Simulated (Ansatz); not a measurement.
`[NH2][V](=[O])([Cl])[Cl]` + H₂O → `[O]=[V]([OH])([Cl])[Cl]` + NH₃ at 600 K and 1 bar (formal hydrolysis of a V–N bond).

Gas-phase electronic energies from Ansatz, PBE0-D4/def2-TZVP geometries. CCSD(T)/CBS is the MP2 limit (def2-TZVPP, def2-QZVPP) plus CCSD(T) − MP2 in def2-TZVPP, frozen cores. This one scheme is used for every species. For V outer-core shells are correlated without core-valence functions, which leaves a few kJ/mol of doubt a bond. Scalar relativity is left out up to krypton. One conformer a species, not always the lowest.

```json
{"species": "`[NH2][V](=[O])([Cl])[Cl]`", "CCSD(T)/CBS energy (Eh)": "-1994.25563", "H − E (kJ/mol)": "140.5", "S (J/(mol·K))": "430.2"}
{"species": "H₂O", "CCSD(T)/CBS energy (Eh)": "-76.37941", "H − E (kJ/mol)": "76.8", "S (J/(mol·K))": "212.8"}
{"species": "`[O]=[V]([OH])([Cl])[Cl]`", "CCSD(T)/CBS energy (Eh)": "-2014.13218", "H − E (kJ/mol)": "105.5", "S (J/(mol·K))": "419.2"}
{"species": "NH₃", "CCSD(T)/CBS energy (Eh)": "-56.50880", "H − E (kJ/mol)": "112.4", "S (J/(mol·K))": "219.5"}
```

H − E and S are ideal-gas, rigid-rotor, harmonic terms from PBE0-D4/def2-TZVP, for one conformer and one mirror image of each species. 1 Eh = 2625.50 kJ/mol, R = 8.31446 J/(mol·K).

Problem. By hand: ΔE, ΔH, ΔS and ΔG.

Solution. ΔE = (-2014.13218) + (-56.50880) − (-1994.25563) − (-76.37941) = -0.00594 Eh = -15.6 kJ/mol. Δ(H − E) = 105.5 + 112.4 − 140.5 − 76.8 = 0.6, so ΔH = -15.0 kJ/mol. ΔS = 419.2 + 219.5 − 430.2 − 212.8 = -4.3 J/(mol·K). ΔG = -15.0 − 600 × (-4.3)/1000 = -12.4 kJ/mol.

Problem. By hand: the equilibrium constant, and the temperature at which ΔG would vanish if ΔH and ΔS stayed fixed.

Solution. log₁₀ K = −ΔG/(RT ln 10) = 1.1. ΔG = 0 at ΔH/ΔS = 3488 K, far beyond where these terms or the molecules hold.

The number of gas molecules stays the same, so ΔS is small and ΔH decides. A doubt of 5 kJ/mol in ΔE shifts log₁₀ K by 0.4 here. Other conformers and mirror images would add mixing entropy, several J/(mol·K) or more a flexible species. These are equilibria of isolated gas molecules and say nothing of rates. Largest T1 diagnostic: 0.032 (customary marks: 0.02 for closed shells, 0.045 for open ones).
